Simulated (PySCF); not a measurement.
## Trend along group 14: MH anions

CCSD(T) with triple-zeta basis sets in PySCF, for the lowest determinant that a PBE0 search found; no spin–orbit coupling. De refers to high-spin ground-configuration atoms (the charge goes to the atom of lower measured ionisation energy or higher electron affinity, which is not always the lowest computed limit).

```json
{"M": "C", "basis": "def2-TZVPPD", "reference, frozen orbitals": "UHF, 1", "charged atom": "C−", "state (unpaired electrons)": "triplet (π ↑↑)", "Re (Å)": "1.139", "ωe (cm⁻¹)": "2599", "De (eV)": "n/a"}
{"M": "Si", "basis": "def2-TZVPPD", "reference, frozen orbitals": "UHF, 5", "charged atom": "Si−", "state (unpaired electrons)": "triplet (π ↑↑)", "Re (Å)": "1.556", "ωe (cm⁻¹)": "1835", "De (eV)": "n/a"}
{"M": "Ge", "basis": "def2-TZVPPD", "reference, frozen orbitals": "UHF, 9", "charged atom": "Ge−", "state (unpaired electrons)": "triplet (π ↑↑)", "Re (Å)": "1.628", "ωe (cm⁻¹)": "1687", "De (eV)": "n/a"}
{"M": "Sn", "basis": "def2-TZVPPD", "reference, frozen orbitals": "UHF, 4", "charged atom": "Sn−", "state (unpaired electrons)": "triplet (π ↑↑)", "Re (Å)": "1.801", "ωe (cm⁻¹)": "1549", "De (eV)": "2.55"}
```

The shortest bond is that of CH⁻ (1.139 Å), the longest that of SnH⁻ (1.801 Å).

Down a group the atoms grow and get heavier, so bonds lengthen and wavenumbers fall; this series shows no clear exception.

Correlated steps freeze the inner cores (1 to 9 orbitals); shallow outer-core shells are correlated. These are scalar-relativistic numbers at best; spin–orbit coupling would shift them, the dissociation energy most. For an ion De counts to the pair picked by the measured ionisation energies or electron affinities, which need not be the lowest pair at this level. States were picked by a PBE0 search and need not be the measured ground states.
